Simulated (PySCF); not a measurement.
C₂H₅ClSi₂, SMILES C1=C([SiH2][SiH2]1)Cl. Atoms are numbered in the order given.

```xyz
10

Cl    -0.1857    -2.3199     0.0000
C     -0.1573    -0.5770     0.0000
C     -1.2671     0.2070     0.0000
Si    -0.5458     1.9524     0.0000
Si     1.3522     0.5760     0.0000
H     -2.2910    -0.1896     0.0000
H     -0.8580     2.7659    -1.2148
H     -0.8580     2.7659     1.2148
H      2.2102     0.4596    -1.2169
H      2.2102     0.4596     1.2169
```
Charge 0, spin multiplicity 1.

Geometry: r2SCAN-D4/def2-SVP. The structure was generated by enumeration, and PubChem lists no compound with its InChIKey, so it may never have been made.

These are PySCF with PBE/pcSseg-1 values and carry that method's errors.

GIAO shieldings, no solvent; atoms alike by connectivity are averaged. δ = σ(ref) − σ: ³⁵Cl against HCl (σ = 936.5 ppm); ¹³C against TMS (σ = 182.0 ppm); ²⁹Si against TMS (σ = 335.4 ppm); ¹H against TMS (σ = 31.49 ppm), references at their B3LYP-D3(BJ)/def2-TZVP geometries, non-relativistic (without spin–orbit terms, shifts of atoms bonded to Cl or Br come out too high).

| nucleus | atoms | count | δ (ppm) |
|---|---|---|---|
| ³⁵Cl | Cl1 | 1 | 409.0 |
| ¹³C | C2 | 1 | 169.8 |
| ¹³C | C3 | 1 | 160.7 |
| ²⁹Si | Si5 | 1 | -43.9 |
| ²⁹Si | Si4 | 1 | -76.7 |
| ¹H | H6 | 1 | 7.33 |
| ¹H | H9, H10 | 2 | 5.17 |
| ¹H | H7, H8 | 2 | 4.91 |
